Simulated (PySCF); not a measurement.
B(Cl)(OH)(SeH) (BClH2OSe), SMILES OB(Cl)[SeH].

Geometry: ωB97X-D3(BJ)/def2-SVP. One conformer was computed; it need not be the lowest.

Level of theory: PySCF with PBE/def2-TZVPD.

Symmetry labels are those of the subgroup Cs that the program uses (full group Cs).

Computed valence orbital energies around the gap with their symmetry:
```json
[
 {"orbital": "HOMO−7", "symmetry": "A'", "energy (eV)": "-11.98"},
 {"orbital": "HOMO−6", "symmetry": "A'", "energy (eV)": "-10.70"},
 {"orbital": "HOMO−5", "symmetry": "A\"", "energy (eV)": "-9.91"},
 {"orbital": "HOMO−4", "symmetry": "A'", "energy (eV)": "-9.33"},
 {"orbital": "HOMO−3", "symmetry": "A'", "energy (eV)": "-8.22"},
 {"orbital": "HOMO−2", "symmetry": "A\"", "energy (eV)": "-8.19"},
 {"orbital": "HOMO−1", "symmetry": "A'", "energy (eV)": "-7.85"},
 {"orbital": "HOMO", "symmetry": "A\"", "energy (eV)": "-6.32"},
 {"orbital": "LUMO", "symmetry": "A\"", "energy (eV)": "-1.29"},
 {"orbital": "LUMO+1", "symmetry": "A'", "energy (eV)": "-0.98"},
 {"orbital": "LUMO+2", "symmetry": "A'", "energy (eV)": "-0.72"},
 {"orbital": "LUMO+3", "symmetry": "A'", "energy (eV)": "-0.08"}
]
```
